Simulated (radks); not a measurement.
Results of a calculation; reference values are marked as such.
Problem. Ionisation of Gd, [Xe] 4f7 5d1 6s2, to Gd+, [Xe] 4f7 5d1 6s1, under several functionals. Scalar-relativistic Kohn-Sham, spin-polarised, spherical densities, finite nucleus; open shells are filled with parallel spins first (spin-orbit coupling, left out, can overturn this in heavy ions); a radial shooting solver on a logarithmic mesh with Libxc functionals. The NIST Atomic Spectra Database gives 6.150 eV (measured). Rank these functionals by the error of their Delta-SCF ionisation energy: BP86; exchange-only r2SCAN; AM05; XLYP; PBEsol; PW91; r2SCAN; revPBE.

Solution. From best to worst: XLYP 6.141 eV (-0.009); BP86 6.160 eV (+0.010); PW91 6.028 eV (-0.122); PBEsol 5.966 eV (-0.184); AM05 5.913 eV (-0.237); revPBE 5.903 eV (-0.246); r2SCAN 5.623 eV (-0.527); exchange-only r2SCAN 4.702 eV (-1.448). Open shells are spherical and high-spin; term and fine-structure splittings are not resolved. Spin-orbit splitting is averaged out at the scalar-relativistic level.
